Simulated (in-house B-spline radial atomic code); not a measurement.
## RPA and G0W0 on TPSS: the tantalum ion Ta⁵⁺

Configuration [Xe] 4f14, mean-field start TPSS. Computed with an all-electron radial atomic-structure program (B-spline basis): all electrons, scalar-relativistic (spin-free one-electron X2C), finite nucleus, each spin shell either full or empty, empty states to l = 9 with an (l + 1/2)⁻⁴ tail; G0W0 by contour deformation at full frequency.

Without the two-electron picture change, the correlation of inner shells comes somewhat too large for so heavy an element.

Command:
```bash
python run_gw.py task.json out
```
Settings (radii: box in bohr, nucleus in fm):
```
Z                        73
electrons                68
configuration            [Xe] 4f14
hamiltonian              x2c
method                   tpss,tpss
lmax                     9
rms_radius               5.3507
spin_polarised           False
box_radius               10.43
intervals                66
```

Time taken, with all properties: 2.5 s on 1 thread of Arm Neoverse V2, on a shared host.

Energies (hartree):

| term | value |
| --- | --- |
| mean-field total | -15600.10153 |
| Hartree-Fock functional on these orbitals | -15595.49665 |
| direct second order | -7.4445 |
| second-order exchange | 1.8335 |
| SOSEX correction | 1.6942 |

Problem. What is the RPA correlation energy, and what remains with SOSEX?

Solution. RPA gives -6.3265 hartree (-2.53 eV per electron); RPA + SOSEX gives -4.6323, and the second-order doubles -5.611 hartree (no singles). SOSEX takes back 27 % of the RPA value.

Quasi-particle levels (eV):

| level | occupied | mean field | Σx - vxc | Σc | QP weight | G0W0 |
| --- | --- | --- | --- | --- | --- | --- |
| 4f | yes | -82.08 | -17.91 | ? | ? | ? |
| 5p | yes | -95.42 | -8.50 | -0.60 | 0.957 | -104.51 |
| 5d | no | -53.89 | 7.54 | -1.82 | 0.973 | -48.18 |

G0W0 = mean field + (Σx - vxc) + Σc, with Σc (partial-wave tail included) taken at the quasi-particle energy. Only the outer levels were computed. Levels of low weight are left out.

Problem. Where does G0W0 put 4f?

Solution. At -95.25 eV, with Σc = 4.73 eV and a quasi-particle weight of 0.922. The tabulated removal energy is 94.01 ± 0.05 eV (NIST, semi-empirical); the calculation leaves out spin-orbit coupling, Breit and QED terms, and what these don't explain is the method's own error.
